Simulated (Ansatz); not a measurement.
```yaml
crystal:
  periodic: [false, false, false]
  atoms:
    - {symbol: Si, position_ang: [0.028058, 0.000600, -0.921545]}
    - {symbol: C, position_ang: [0.027581, -0.051853, 1.105291]}
    - {symbol: H, position_ang: [-0.995063, 0.008528, 1.461087]}
    - {symbol: H, position_ang: [0.584081, 0.925165, 1.358820]}
    - {symbol: H, position_ang: [0.301630, -0.910657, 1.441282]}
    - {symbol: Cl, position_ang: [1.929952, 0.088904, -1.571865]}
    - {symbol: Cl, position_ang: [-0.874419, 1.637832, -1.358850]}
    - {symbol: Cl, position_ang: [-0.993739, -1.568916, -1.495857]}
basis:
  gaussian: {orbitals: ANO-RCC-VTZP}
hamiltonian: {xc: {name: wB97M-V}}
scf: {omitted_lower_state_checks: [starts]}
```

```sh
$ ansatz run in.yaml --threads 2 --pin off --events-out ev --progress --plain --max-ram 4352MiB
```

It prints (some lines left out):

```
Functional definition: wB97M-V
1733 factors; their error is unknown
384 factors; integrals over basis functions are off by at most 6.9e-6 eV
mean field evaluation 1: about -46662.9159 eV, gradient 4.2e1 eV
mean field evaluation 2: about -46664.4679 eV, gradient 3.3e1 eV
mean field evaluation 4: about -46667.0245 eV, gradient 9.0e-1 eV
mean field evaluation 8: about -46667.0345 eV, gradient 1.3e-2 eV
mean field evaluation 16: about -46667.1396 eV, gradient 3.5e-5 eV
mean field -46667.13964827 eV, -1714.9857499507 hartree, gradient 3.5e-5 eV, S^2 0.000000; 0 other end points of the search recorded, 0 dependent functions left out
reference -46667.13972629 eV, -1714.9857528179 hartree; 37, 37 occupied and 171, 171 virtual orbitals, 1733 factors
Total energy: -46667.13972629 eV, -1714.9857528179 hartree
Relativity: scalar
Checks for a lower state left out: starts
```

It took 24 s on 2 threads of Intel Xeon Platinum 8488C on a shared host, peak host memory 0.88 GiB.

DK, ANO-RCC and x2c sets are all-electron and run with scalar relativity unless a key says otherwise.
